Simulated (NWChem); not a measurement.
Molecule: BaF$_{2}$; SMILES [F][Ba][F]

def2 effective core potentials on Ba; no spin-orbit coupling.

Q: Give the equilibrium geometry at PBE-D3(BJ)/def2-SVP with def2 effective core potentials on Ba (NWChem) as an XYZ file, with the point group.

A: point group C2v; any orientation.
```
3

Ba     0.0000     0.0000     0.2658
F      1.8591     0.0000    -0.9992
F     -1.8591     0.0000    -0.9992
```
